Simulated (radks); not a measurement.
Question: The table gives one normalised radial function P(r) = r R(r) of N2+ in [He] 2s2 2p1 (r in bohr). Method: scalar-relativistic Kohn-Sham, PBE, spin-polarised, spherical densities, finite nucleus; open shells are filled with parallel spins first; Fermi nuclear charge, rms radius 2.5582 fm; computed with a radial shooting solver on a logarithmic mesh with Libxc functionals.

| r | P |
|---|---|
| 0.0179 | 0.0039 |
| 0.02186 | 0.0057 |
| 0.0267 | 0.0083 |
| 0.03287 | 0.0124 |
| 0.04015 | 0.0180 |
| 0.04904 | 0.0260 |
| 0.06038 | 0.0379 |
| 0.07375 | 0.0541 |
| 0.09007 | 0.0765 |
| 0.1109 | 0.1083 |
| 0.1355 | 0.1494 |
| 0.1654 | 0.2030 |
| 0.2021 | 0.2709 |
| 0.2488 | 0.3575 |
| 0.3039 | 0.4552 |
| 0.3712 | 0.5633 |
| 0.457 | 0.6783 |
| 0.5582 | 0.7795 |
| 0.6817 | 0.8584 |
| 0.8394 | 0.8976 |
| 1.025 | 0.8761 |
| 1.252 | 0.7908 |
| 1.529 | 0.6517 |
| 1.883 | 0.4767 |
| 2.3 | 0.3107 |
| 2.809 | 0.1735 |
| 3.459 | 0.0772 |
| 4.224 | 0.0279 |

Which n and l does it have? It may be an empty orbital.

Answer: n = 2, l = 1: the number of nodes gives n - l - 1 = 0, the rise at small r (about r^(l+1)) gives l, and the extent must fit the shell. The curve is that of 2p down; the table hardly tells the two spins apart. 2p down (empty): eigenvalue -36.180 eV, 0 radial nodes, <r> = 1.15 bohr, 90 % of the charge inside 1.91 bohr.
